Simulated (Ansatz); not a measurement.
The inner images of a band of BH$_{3}$OSSi (7 atoms, charge 0, multiplicity 1) are given out of order.

Method: Ansatz 0.2.0, RKS BHLYP-D4/cc-pVDZ.

Initial state:

```xyz
7
Properties=species:S:1:pos:R:3
O -1.052 1.488 -0.996
B -0.528 0.364 -0.496
Si 0.664 -0.686 0.626
S -0.871 -1.373 -0.796
H -0.656 2.279 -0.636
H 0.390 -1.026 2.042
H 2.053 -1.045 0.257
```

Final state:

```xyz
7
Properties=species:S:1:pos:R:3
O -0.925 1.375 -0.740
B -0.476 0.203 -0.271
Si 0.644 -1.485 0.997
S -0.676 -1.431 -0.879
H -0.676 2.136 -0.217
H 0.179 0.285 0.830
H 1.930 -1.082 0.280
```

Q: Put them in order from the first end to the last, with their energies above the first end.
A.
```xyz
7
Properties=species:S:1:pos:R:3
O -0.796 1.331 -0.739
B -0.537 0.120 -0.236
Si 0.734 -1.428 0.925
S -0.763 -1.509 -0.836
H -0.434 2.057 -0.234
H -0.037 0.143 0.989
H 1.832 -0.714 0.132
```
B.
```xyz
7
Properties=species:S:1:pos:R:3
O -0.981 1.464 -0.951
B -0.555 0.272 -0.531
Si 0.613 -0.733 0.591
S -0.903 -1.472 -0.834
H -0.477 2.131 -0.481
H 0.279 -0.815 2.023
H 2.023 -0.847 0.182
```
C.
```xyz
7
Properties=species:S:1:pos:R:3
O -0.819 1.366 -0.867
B -0.504 0.127 -0.506
Si 0.684 -1.173 0.725
S -0.897 -1.528 -0.827
H -0.327 2.040 -0.400
H 0.059 -0.379 1.818
H 1.805 -0.455 0.057
```
D.
```xyz
7
Properties=species:S:1:pos:R:3
O -0.884 1.410 -0.902
B -0.517 0.188 -0.512
Si 0.598 -0.911 0.609
S -0.916 -1.536 -0.849
H -0.367 2.053 -0.413
H 0.143 -0.573 1.956
H 1.943 -0.632 0.110
```
E.
```xyz
7
Properties=species:S:1:pos:R:3
O -0.765 1.338 -0.760
B -0.554 0.083 -0.412
Si 0.776 -1.325 0.871
S -0.852 -1.546 -0.825
H -0.281 2.015 -0.293
H -0.051 -0.102 1.382
H 1.727 -0.464 0.037
```

A: B (+18.3 kJ/mol), D (+81.7 kJ/mol), C (+136.9 kJ/mol), E (+108.3 kJ/mol), A (+65.2 kJ/mol).

Time of the run: 6.2 min on 1 thread of Intel(R) Xeon(R) Processor @ 2.70GHz, with other jobs on the host, peak memory 0.17 GiB.
